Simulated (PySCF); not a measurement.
Unknown compound

An unknown has the formula C5H10F2OSi. Its calculated NMR data are:

1H NMR (600 MHz, computed): δ 5.26 (s, 2H), 4.16 (q, 2H), 1.85 (s, 3H), 1.35 (t, 3H).

13C{1H} NMR (computed): δ 167.2 (C), 80.1 (C), 64.2 (CH2), 20.0 (CH3), 11.9 (CH3).

One computed conformer, non-relativistic, gas phase, one averaged value for each set of equivalent atoms. Shielding tensors at PBE0/pcSseg-1 (GIAO); geometry: GFN2-xTB; PySCF.

δ = σ(ref) − σ, references computed at the same level: TMS for 1H (σref 31.72), 13C (σref 186.93).

Question: Which candidate is it?
A. C[C@@H](O[SiH3])[C@@H]1[C@H](F)[C@@H]1F
B. CCO[SiH2]C(C)=C(F)F
C. CO[Si@H](C)C(C)=C(F)F
D. CCC([SiH2]OC)=C(F)F

Answer: B. 

1. The formula gives 1 degree of unsaturation (no ring in the answer).
2. 5 carbon signals for 5 carbons: no two carbons are equivalent.
3. Carbon types of the structure: 2 × C, 1 × CH2, 2 × CH3, leaving 2 H on heteroatoms.
4. δC 167.2, 80.1: fully substituted alkene carbon.
5. δC 64.2: sp3 CH2 bonded to O; pulled downfield by the heteroatom.
6. δC 11.9: allylic methyl carbon; a saturated carbon with 1 carbon neighbour and no heteroatom attached.
7. δH 4.16: hydrogen on an sp3 CH2 bonded to O; its carbon carries O, hence the downfield position.
8. δH 1.85: hydrogen on an allylic methyl carbon; allylic position.

The others: CO[Si@H](C)C(C)=C(F)F has carbons computed at 167.7, 83.9, 53.1, 11.8, -1.7, with a different DEPT pattern; C[C@@H](O[SiH3])[C@@H]1[C@H](F)[C@@H]1F would give 6 signals for carbon-bound and other non-exchanging H, not 4; CCC([SiH2]OC)=C(F)F has carbons computed at 167.3, 86.5, 54.0, 22.3, 18.4.

Splittings by 19F in the carbon and heteronuclear signals aren't shown, as no couplings were computed. Shifts are as computed. Against solution values, carbons near 30 ppm lie about +3 ppm off and those near 130 ppm about +5 ppm. Of 1211 compounds with measured shifts, 218 miss one by over three times the rms of a fit or turn the order of signals round; such compounds aren't used in these exercises. No couplings were computed; multiplicities are counted from neighbouring protons, with m where these are inequivalent, close in shift, in a saturated or five-membered ring or joined by F or P, and br s for small geminal =CH2 splittings.
